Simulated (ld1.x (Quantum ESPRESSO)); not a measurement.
# Transferability test, ultrasoft potential for lead

ld1.x (Quantum ESPRESSO) 7.5 input, shortened:

```
&input
   title='Pb', zed=82., rel=1, dft='REVPBE', iswitch=3,
   config='[Xe] 4f14 5d10 6s2 6p2'
 /
 &inputp
   pseudotype=3, tm=.true., lloc=-1, rcloc=2.10,
   nlcc=.true., rcore=0.70
 /
6
6S  1  0   2.00   0.00  1.65  2.15  0.0
6S  1  0   0.00  -0.55  1.65  2.15  0.0
6P  2  1   2.00   0.00  2.00  2.40  0.0
6P  2  1   0.00   2.90  2.00  2.40  0.0
5D  3  2  10.00   0.00  1.10  1.35  0.0
5D  3  2   0.00   0.25  1.10  1.35  0.0
 &test
   configts(1)='5d10 6s2 6p2'
 /
```

Energies are relative to the spin-unpolarised reference configuration 5d10 6s2 6p2; without spin polarisation the order of configurations can differ from experiment.

(1) Give the all-electron excitation energy and the error of the potential for: 5d10 6s2 6p1; 5d10 6s2 6p0; 5d10 6s1 6p0; 5d9 6s2 6p2; 5d10 6s1 6p3; 5d10 6s1 6p2; 5d9 6s2 6p3.

Levels in the configuration 5d10 6s1 6p2:

```json
{"level": "5d", "all-electron (eV)": "-30.543", "pseudo (eV)": "-30.542"}
{"level": "6s", "all-electron (eV)": "-20.289", "pseudo (eV)": "-20.292"}
{"level": "6p", "all-electron (eV)": "-10.605", "pseudo (eV)": "-10.605"}
```

## Answers

(1)

```
valence configuration  charge  ΔE all-electron (eV)  error AE − PS (meV)
         5d10 6s2 6p1      +1                 6.487                 -3.8
         5d10 6s2 6p0      +2                19.813                  -17
         5d10 6s1 6p0      +3                52.078                  -46
          5d9 6s2 6p2      +1                27.130                 -102
         5d10 6s1 6p3       0                 8.731                 -4.3
         5d10 6s1 6p2      +1                16.024                 -6.5
          5d9 6s2 6p3       0                19.359                 -124
```
